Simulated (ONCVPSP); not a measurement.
## What one change does to a pseudopotential (gadolinium, ONCV)

```json
{
 "Element": "Gd",
 "Generator": "ONCVPSP 4.0.1",
 "Type": "optimised norm-conserving Vanderbilt (ONCV)",
 "Functional": "PBE",
 "Relativity": "fully relativistic",
 "Frozen core": "[Kr] 4d10 5s2",
 "Valence charge": "16",
 "Reference configuration": "4f7 5p6 5d1 6s2",
 "Partial waves": "6s: rc 3.50 bohr, ncon 3, nbas 7, qcut 1.5 1/bohr, 2 projectors, debl 3.8 Ha; 5p: rc 2.45 bohr, ncon 3, nbas 7, qcut 6.1 1/bohr, 2 projectors, debl 0.8 Ha; 5d: rc 2.85 bohr, ncon 4, nbas 9, qcut 5.2 1/bohr, 1 projector; 4f: rc 0.95 bohr, ncon 3, nbas 8, qcut 16.3 1/bohr, 2 projectors, debl 2.7 Ha",
 "Local potential": "polynomial inside 0.75 bohr (lpopt 5, dvloc0 2 Ha)",
 "Core correction": "none"
}
```

Open shells are filled in proportion to 2j + 1.

In the p channel the program set the typed energies aside and used -0.955, 0.250 Ha (j = l + 1/2; the other j can differ).

Change: f: qcut 18.

Cutoffs: the cutoffs (Ha) at which the residual kinetic energy of the hardest occupied pseudo-wave falls to 1 and 0.1 mHa per electron; they do not see the model core or the augmentation charge, which bear on the density cutoff. Errors are all-electron minus pseudo energies relative to the spin-unpolarised reference configuration.

Predict the effect on cutoff, ghosts and configuration errors.

The potential gets harder (117 Ha and 130 Ha → 133 Ha and 146 Ha); both files keep a bound ghost (p, s); the errors of the 3 common tests hardly move. The waves are optimised to have the least kinetic energy above qcut, so the cutoff follows it (qcut²/2 in Ha).

| quantity | base | changed |
| --- | --- | --- |
| cutoff, loose | 117 Ha | 133 Ha |
| cutoff, tight | 130 Ha | 146 Ha |
| loose cutoff by channel | s 2.9 Ha, p 8.1 Ha, d 8.2 Ha, f 117 Ha | s 2.9 Ha, p 8.1 Ha, d 8.2 Ha, f 133 Ha |
| bound ghosts | s, p3/2, p1/2 | s, p3/2, p1/2 |
| GHOST(+) flags under 300 eV | d5/2 at 1.5 eV, d3/2 at 7.6 eV, s at 111.3 eV | d5/2 at 1.5 eV, d3/2 at 7.6 eV, s at 111.3 eV |
| tests counted as reliable (solved cleanly; for ONCVPSP, near-neutral configurations with less than one 5d electron left out) | 3 of 4 | 3 of 4 |
| error for 4f7 5p6 5d1 6s1, meV [ΔE 6.65 eV] | -12 | -12 |
| error for 4f7 5p6 5d1 6s0, meV [ΔE 18.75 eV] | -16 | -16 |
| error for 4f7 5p6 5d1 6s0 6p1, meV [ΔE 10.20 eV] | -25 | -25 |
| s: phases at 3.56 bohr within 0.05 rad from the reference energy up to (Ha; the scan ends near 5) | n/a | n/a |
| p3/2: phases at 2.48 bohr within 0.05 rad from the reference energy up to (Ha; the scan ends near 5) | 4.7 | 4.7 |
| p1/2: phases at 2.48 bohr within 0.05 rad from the reference energy up to (Ha; the scan ends near 5) | 4.5 | 4.5 |
| d5/2: phases at 2.89 bohr within 0.05 rad from the reference energy up to (Ha; the scan ends near 5) | 0.0 | 0.0 |
| d3/2: phases at 2.89 bohr within 0.05 rad from the reference energy up to (Ha; the scan ends near 5) | 0.2 | 0.2 |
| f7/2: phases at 0.97 bohr within 0.05 rad from the reference energy up to (Ha; the scan ends near 5) | to the end of the scan | to the end of the scan |
| f5/2: phases at 0.97 bohr within 0.05 rad from the reference energy up to (Ha; the scan ends near 5) | to the end of the scan | to the end of the scan |

Base: Tests not counted: 4f7 5p6 5d0 6s0 (no result). These tests converged, but a pseudo level misses the all-electron one widely, so the file describes the atom poorly there or has found another state: 4f7 5p6 5d1 6s0 6p1: empty 6s by 5.1 eV. Changed file: Tests not counted: 4f7 5p6 5d0 6s0 (no result). These tests converged, but a pseudo level misses the all-electron one widely, so the file describes the atom poorly there or has found another state: 4f7 5p6 5d1 6s0 6p1: empty 6s by 5.1 eV. A true bound ghost makes a file unfit for plane-wave use even where its test errors are small: the radial tests pick states by their node count and pass the ghost by.
